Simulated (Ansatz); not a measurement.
Reaction (isomerisation): `[SiH3]N=C1CC1` → `CC[SiH2]C#N`

Gas-phase electronic energies from Ansatz, PBE0-D4/def2-TZVP geometries. CCSD(T)/CBS is the MP2 limit (def2-TZVPP, def2-QZVPP) plus CCSD(T) − MP2 in def2-TZVPP, frozen cores. DFT in def2-TZVPP. One conformer a species, not always the lowest.

`[SiH3]N=C1CC1`:

```xyz
12

Si   -0.473   -2.103   -0.457
N     0.374   -0.654   -0.920
C     0.331    0.411   -0.268
C     0.786    1.791   -0.183
C    -0.154    1.179    0.882
H     0.532   -3.183   -0.285
H    -1.394   -2.467   -1.564
H    -1.257   -1.960    0.805
H     1.815    1.983    0.103
H     0.364    2.521   -0.867
H    -1.187    1.510    0.893
H     0.262    0.972    1.863
```

`CC[SiH2]C#N`:

```xyz
12

C     1.354   -0.306    0.680
C    -0.151   -0.542    0.776
Si   -1.156    0.610   -0.295
C    -0.613    0.386   -2.056
N    -0.247    0.222   -3.136
H     1.901   -0.996    1.326
H     1.621    0.710    0.982
H     1.715   -0.452   -0.341
H    -0.500   -0.416    1.807
H    -0.402   -1.569    0.492
H    -0.914    2.037    0.027
H    -2.608    0.317   -0.262
```

(1) Is it downhill or uphill in electronic energy at CCSD(T)/CBS, and by how much? (Best estimate.)

(2) What do these levels give: r2SCAN-D4, ωB97M-V, B2PLYP, PBE0, SCS-MP2/def2-TZVPP, CCSD(T)/def2-TZVPP? (Estimate.)

Largest T1 diagnostic among the species: 0.012.

Answers

(1) The calculation gave: Downhill: ΔE = -1.82 eV.

(2) The calculation gave: r2SCAN-D4 -1.52, ωB97M-V -1.68, B2PLYP -1.77, PBE0 -1.45, SCS-MP2/def2-TZVPP -1.94, CCSD(T)/def2-TZVPP -1.85 eV.
